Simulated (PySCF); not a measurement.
**Finite-field polarisability of Kr (krypton, neutral)**

[Kr], closed-shell 1S. All numbers are calculated (PySCF 2.14, the spin-free X2C one-electron Hamiltonian (Gaussian nucleus), in aug-cc-pVTZ-DK (7s6p4d2f, 59 functions)). Frozen: [Ar] 3d10. Energy changes in a uniform field (μhartree):

```tsv
axis	F (au)	HF	MP2	CCSD	CCSD(T)
x	0.0035	-99.289	-102.589	-102.456	-103.066
x	0.007	-397.249	-410.469	-409.934	-412.375
```

Task: Derive α along x at CCSD(T) from the two fields.

Result: With ΔE = −αF²/2 − γF⁴/24, α = −(16 ΔE(F) − ΔE(2F))/(6F²) = 16.83 bohr³.

Task: And the mean polarisability at each level?

Result: HF 16.21, MP2 16.75, CCSD 16.73, CCSD(T) 16.83 bohr³. Reference: 16.78 ± 0.02 bohr³ (recommended; Schwerdtfeger and Nagle, table of static dipole polarizabilities (2023 update)).
